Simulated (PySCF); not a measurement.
## 33S chemical shifts

Calculated, not measured (PySCF 2.14.0 with density-fitted response routines): σ from GIAO-PBE0/pcSseg-1, geometry: GFN2-xTB. One conformer, isolated molecule, fast rotation and ring inversion assumed for equivalent nuclei, relativity neglected.

Shieldings were converted by a linear fit to measured shifts: 33S: δ = 158.28 − 0.937σ (rms 33.3 ppm, 20 shifts vs sulfate, solution or neat liquid). Occasional misses reach two or three times the rms, and more in compound classes unlike the fitted ones.

Problem. Give the 33S shifts of `CCCS[C@@H](C)C(C)C`, `COCSC1=C(F)C1`, `CC[C@@H](C)S[C@H](C)CC`.

Solution. 
```
              compound     environment  δ (ppm)
    CCCS[C@@H](C)C(C)C  sulfide sulfur     -327
         COCSC1=C(F)C1  sulfide sulfur     -284
CC[C@@H](C)S[C@H](C)CC  sulfide sulfur     -266
```

Problem. Order these by 33S shift, lowest first.
A. C[C@H](F)CS(=O)(=O)O
B. C=COC(=C)SCF
C. CC[C@](C)(CS)C(C)C
D. C[C@H](S)[C@H](C)C(C)(C)C

Solution. C (-455 ppm, thiol sulfur), D (-300 ppm, thiol sulfur), B (-206 ppm, sulfide sulfur), A (-21 ppm, sulfonyl sulfur).
